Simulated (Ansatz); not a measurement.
Reaction (ligand exchange at the Sn–N bond): `O=C=[N][SnH]([F])[F]` + silanol → `[F][SnH]([F])[O][SiH3]` + `N=C=O`

Isolated molecules relaxed with PBE0-D4/def2-TZVP in Ansatz; ΔE leaves out vibrations. CCSD(T)/CBS adds triple-zeta CCSD(T) − MP2 to the extrapolated MP2 energy (def2 sets, frozen cores). This one scheme is used for every species. DFT in def2-TZVPP. Elements past krypton have def2 core potentials. For Sn outer-core shells are correlated without core-valence functions, which leaves a few kJ/mol of doubt a bond. Each species was taken in one conformer, which may not be the lowest.

(1) Is it downhill or uphill in electronic energy at CCSD(T)/CBS, and by how much? (Estimate.)

(2) What do these levels give: PBE-QIDH, PBE, revPBE, MP2/def2-SVP, CCSD(T)/def2-TZVPP, CCSD/CBS(def2)? (An estimate is asked.)

Largest T1 diagnostic among the species: 0.018.

Answers

(1) Ansatz gave: Nearly level: ΔE = +0.2 kJ/mol.

(2) Ansatz gave: PBE-QIDH 6.3, PBE 0.9, revPBE 1.9, MP2/def2-SVP -0.9, CCSD(T)/def2-TZVPP 3.9, CCSD/CBS(def2) 1.1 kJ/mol.

Leaving LDA and LC-ωPBE aside and taking each functional with its dispersion term where it has one, the values, not all of them listed here, spread over 9.7 kJ/mol, from BLYP-D4 to PBE-QIDH. From PBE to PBE0 (25 % exact exchange), in def2-TZVPP and without D4, ΔE moves by +3.9 kJ/mol.
